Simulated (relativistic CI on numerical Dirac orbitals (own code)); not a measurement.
Computed by Dirac-Coulomb-Breit CI, separate exchange-only KLI orbitals for each configuration, model QED, unscaled Slater integrals (own radial code, finite nucleus).

The strongest absorption lines from the ground level of an ion, among the configurations computed and to levels below about 282 eV (vacuum wavelength in nm, gf): 4.5780 (0.081), 4.8034 (2), 4.8676 (0.14), 5.5118 (0.091), 5.6222 (2.6), 5.7277 (0.12), 8.3550 (0.12), 8.4195 (0.48).

Problem. Which ion is it?
A. Kr⁸⁺
B. Sr¹²⁺
C. Mo¹⁴⁺
D. Sr¹⁰⁺

Solution. D. Sr¹⁰⁺ has 28 electrons and the ground level 3p⁶3d¹⁰ ¹S0; the strongest line goes to 3p⁶3d⁹4f ¹P°1. The pattern of lines fixes the number of electrons, and along that sequence the line energies rise steadily with the charge (about as its square where n changes within one kind of shell, about linearly where n is kept but much faster in heavy ions where fine structure, which grows about as Z⁴, sets the gap, and irregularly where shells cross), which fixes Z. Configurations outside the model, such as inner-shell arrays, can give stronger lines. At this charge energies of transitions that change n are usually good to better than 1 %, and those within a shell (Δn = 0) to a few per cent.

LS names give the leading component of a level, which can be under half, so a name can repeat, a term be missing and a line seem to break the LS rules.
